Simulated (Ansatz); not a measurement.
`NB(O)F` + H₂Te → `NB(F)[TeH]` + H₂O  (ligand exchange at a B–O bond)

Gas-phase electronic energies from Ansatz, PBE0-D4/def2-TZVP geometries. CCSD(T)/CBS adds triple-zeta CCSD(T) − MP2 to the extrapolated MP2 energy (def2 sets, frozen cores). This one scheme is used for every species. DFT in def2-TZVPP. def2 core potentials past Kr. For Te outer-core shells are correlated without core-valence functions, which leaves a few kJ/mol of doubt a bond. One conformer a species, not always the lowest.

`NB(O)F`:

```xyz
7

N    -0.097   -0.754    0.546
B     0.334    0.464   -0.011
O    -0.175    1.051   -1.131
F     1.328    1.121    0.595
H     0.329   -1.122    1.377
H    -0.832   -1.324    0.172
H    -0.886    0.564   -1.549
```

H₂Te:

```xyz
3

Te    0.683   -0.212   -0.305
H    -0.032   -0.377    1.179
H    -0.651    0.588   -0.874
```

`NB(F)[TeH]`:

Z-matrix (Å, degrees):
```
N
B 1 1.390
H 1 1.003 2 123.7
H 1 1.007 2 121.4 3 180.0
F 2 1.336 1 119.5 3 -180.0
Te 2 2.181 1 124.6 3 0.0
H 6 1.658 2 93.2 1 0.0
```

H₂O:

Cartesian coordinates in Å:
```
O -0.234 0.307 -0.050
H -0.472 -0.561 0.283
H 0.706 0.254 -0.233
```

```json
{"level": "BLYP", "ΔE (eV)": "0.84"}
{"level": "MP2/def2-SVP", "ΔE (eV)": "0.97"}
```

(1) What does CCSD(T)/CBS give? (Best estimate.)

(2) What do rigid-rotor, harmonic-oscillator terms from PBE0-D4/def2-TZVP frequencies (298.15 K, 1 bar) make of the CCSD(T)/CBS value? (An estimate is asked.)

Largest T1 diagnostic among the species: 0.012.

Results:

(1) The calculation gave: +0.71 eV. The listed levels differ from it by 0.13, 0.26 eV.

(2) The calculation gave: ΔZPE = +0.05 eV, ΔH = +0.78 eV, ΔS = 0 J/(mol·K), ΔG = +0.78 eV.

From BLYP to BHLYP (50 % exact exchange), in def2-TZVPP and without D4, ΔE moves by +0.11 eV. Leaving LDA and LC-ωPBE aside and taking each functional with its dispersion term where it has one, the values, not all of them listed here, spread over 0.24 eV, from revPBE-D4 to B97M-V. LDA lies +0.08 eV from PBE without D4.
